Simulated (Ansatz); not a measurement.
Geometry optimisation, RKS r2SCANh-D4/def2-SVP in Ansatz 0.2.0.

The input (input.yaml):

```yaml
crystal:
  periodic: [false, false, false]
  atoms:
    - { symbol: Mg, position_ang: [-1.028353, -0.82309, -0.682598] }
    - { symbol: O, position_ang: [0.326956, 0.392898, 2.136616] }
    - { symbol: Cl, position_ang: [-0.319237, -2.876324, -0.260749] }
    - { symbol: H, position_ang: [-0.108102, 1.309865, -1.225427] }
    - { symbol: F, position_ang: [-2.15787, 0.584229, -1.332583] }
    - { symbol: H, position_ang: [0.818764, 0.675986, 1.353262] }
    - { symbol: O, position_ang: [0.476873, 0.605493, -0.892501] }
    - { symbol: H, position_ang: [0.741624, -0.444813, 2.373575] }
    - { symbol: H, position_ang: [1.249445, 0.575756, -1.469596] }
basis:
  gaussian: { orbitals: def2-SVP }
hamiltonian:
  xc: r2scanh
  dispersion: d4
relax:
  f_tol: 0.03
  max_steps: 50
```

Command:

```bash
$ ansatz run input.yaml --threads 2 --pin off --max-ram 3072MiB --backend cpu --events-out ev --progress --plain --runs-dir out
```

Question: Where does it end, and by what steps?

Answer: It converged. After 24 steps the energy has fallen by 1.079 eV; H6 moved furthest, 1.41 Å. Joined: Mg1–O2.

| step | energy less start (eV) | largest force component (eV/Å) | accepted |
| --- | --- | --- | --- |
| 0 | 0.0000 | 1.511 | yes |
| 1 | -0.1854 | 1.316 | yes |
| 2 | -0.4037 | 1.850 | yes |
| 3 | -0.7080 | 1.229 | yes |
| 4 | -0.9013 | 0.775 | yes |
| 5 | -0.9596 | 0.694 | yes |
| 6 | -0.9838 | 0.645 | yes |
| 7 | -1.0076 | 0.424 | yes |
| 8 | -1.0183 | 0.725 | yes |
| 9 | -1.0381 | 0.212 | yes |
| 10 | -1.0445 | 0.376 | yes |
| 11 | -1.0484 | 0.090 | yes |
| 12 | -1.0524 | 0.136 | yes |
| 13 | -1.0539 | 0.233 | yes |
| 14 | -1.0550 | 0.247 | yes |
| 15 | -1.0608 | 0.277 | yes |
| 16 | -1.0567 | 0.705 | no |
| 17 | -1.0662 | 0.040 | yes |
| 18 | -1.0706 | 0.237 | yes |
| 19 | -1.0717 | 0.527 | yes |
| 20 | -1.0758 | 0.208 | yes |
| 21 | -1.0775 | 0.042 | yes |
| 22 | -1.0780 | 0.072 | yes |
| 23 | -1.0786 | 0.045 | yes |
| 24 | -1.0787 | 0.019 | yes |

```xyz
9
Properties=species:S:1:pos:R:3
Mg -0.415 -0.409 -0.145
O 0.238 0.023 1.752
Cl -0.052 -2.629 -0.044
H -0.080 1.228 -1.696
F -1.601 0.921 -0.478
H -0.197 0.664 2.326
O 0.684 0.632 -1.562
H 0.423 -0.771 2.272
H 0.999 0.343 -2.425
```

Time of the run: 95 s on 2 threads of Intel(R) Xeon(R) Platinum 8259CL CPU @ 2.50GHz (Skylake/Cascade Lake) (shared host), peak memory 0.25 GiB.
